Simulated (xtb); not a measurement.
BH₆N, SMILES [BH3-][NH3+]. All values are semi-empirical tight-binding results from xtb (GFN2-xTB unless named), good for trends rather than for accurate numbers. Geometry: GFN2-xTB.

Optimised geometry:

```xyz
8

B      0.0000     0.0000    -0.9217
N      0.0000     0.0000     0.7364
H      0.0000    -1.1469    -1.2415
H      0.9933     0.5735    -1.2415
H     -0.9933     0.5735    -1.2415
H     -0.8314    -0.4800     1.0595
H      0.0000     0.9600     1.0595
H      0.8314    -0.4800     1.0595
```
Charge 0, spin multiplicity 1.

Computed properties:
The point group as xtb finds it is C3v. The orbital gap is 9.08 eV, the dipole moment comes out as 6.03 D and the zero-point energy comes out as 42.3 kcal/mol. The G − E(el) at 298.15 K (modified RRHO) comes out as 28.2 kcal/mol, the static polarisability (D4 model) comes out as 33.9 bohr³ and the solvation energy, GFN2-xTB/ALPB(water) is -15.0 kcal/mol. The solvation energy, GFN2-xTB/ALPB(toluene) is -7.0 kcal/mol.

Give the IR lines (harmonic; lines under 4 % of the strongest left out, lines within 3 cm⁻¹ merged). (An estimate is asked for; the answer gives what the named calculation found.)

ν (cm⁻¹): 617 (w), 629 (w), 963 (m), 1140 (w), 1191 (s), 1255 (w), 1503 (w), 2455 (vs), 2474 (m) (against the strongest line: vs over 80 %, s over 45 %, m over 15 %, w over 4 %, vw less)

Computed atomic charges and the Wiberg bond orders between heavy atoms:
charges (e) B1 0.16, N2 -0.24, H3 -0.18, H4 -0.18, H5 -0.18, H6 0.20, H7 0.20, H8 0.20. Bond orders B1–N2 0.61.
